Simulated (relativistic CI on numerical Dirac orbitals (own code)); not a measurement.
**Ligand-field terms of d6**

Computed with a parametric ligand-field model of a d^n configuration (Racah B and C, spin-orbit zeta, crystal field), exact diagonalisation.

Field parameters in Wybourne normalisation: Oh B⁴₀ = 21Dq, B⁴₄ = √(5/14) B⁴₀. The field is a parameter set, without covalency.

(1) Ground term and bands for B = 910, C = 4730, ζ = 0 cm⁻¹, Oh, 10Dq = 6370 cm⁻¹?

(2) Ground term and bands for B = 910, C = 4730, ζ = 0 cm⁻¹, Oh, 10Dq = 910 cm⁻¹?

(3) Ground term and bands for B = 910, C = 4730, ζ = 0 cm⁻¹, Oh, 10Dq = 19110 cm⁻¹?

(4) Ground term and bands for B = 910, C = 4730, ζ = 0 cm⁻¹, Oh, 10Dq = 15470 cm⁻¹?

(5) Ground term and bands for B = 910, C = 4730, ζ = 0 cm⁻¹, Oh, 10Dq = 26390 cm⁻¹?

## Answers

(1) Ground term 5T2 with 2.00 electrons in the two orbitals of the cubic e set. Spin-allowed: 5E 6370 cm⁻¹ (1570 nm). Lowest spin-forbidden: 3T1 18740 cm⁻¹ (534 nm), 3T2 21238 cm⁻¹ (471 nm), 3T1 23684 cm⁻¹ (422 nm).

(2) Ground term 5T2 with 2.00 electrons in the two orbitals of the cubic e set. Spin-allowed: 5E 910 cm⁻¹. Lowest spin-forbidden: 3T1 22362 cm⁻¹ (447 nm), 3T2 22623 cm⁻¹ (442 nm), 3T1 23228 cm⁻¹ (431 nm).

(3) Ground term 5T2 with 2.00 electrons in the two orbitals of the cubic e set. Spin-allowed: 5E 19110 cm⁻¹ (523 nm). Lowest spin-forbidden: 1A1 873 cm⁻¹, 3T1 7160 cm⁻¹ (1397 nm), 3T2 12200 cm⁻¹ (820 nm).

(4) Ground term 5T2 with 2.00 electrons in the two orbitals of the cubic e set. Spin-allowed: 5E 15470 cm⁻¹ (646 nm). Lowest spin-forbidden: 1A1 7817 cm⁻¹ (1279 nm), 3T1 10578 cm⁻¹ (945 nm), 3T2 15175 cm⁻¹ (659 nm).

(5) Ground term 1A1 with 0.06 electrons in the two orbitals of the cubic e set. Spin-allowed: 1T1 23458 cm⁻¹ (426 nm), 1T2 34952 cm⁻¹ (286 nm), 1T2 48707 cm⁻¹ (205 nm), 1E 49455 cm⁻¹ (202 nm). Lowest spin-forbidden: 5T2 13182 cm⁻¹ (759 nm), 3T1 13389 cm⁻¹ (747 nm), 3T2 19015 cm⁻¹ (526 nm).
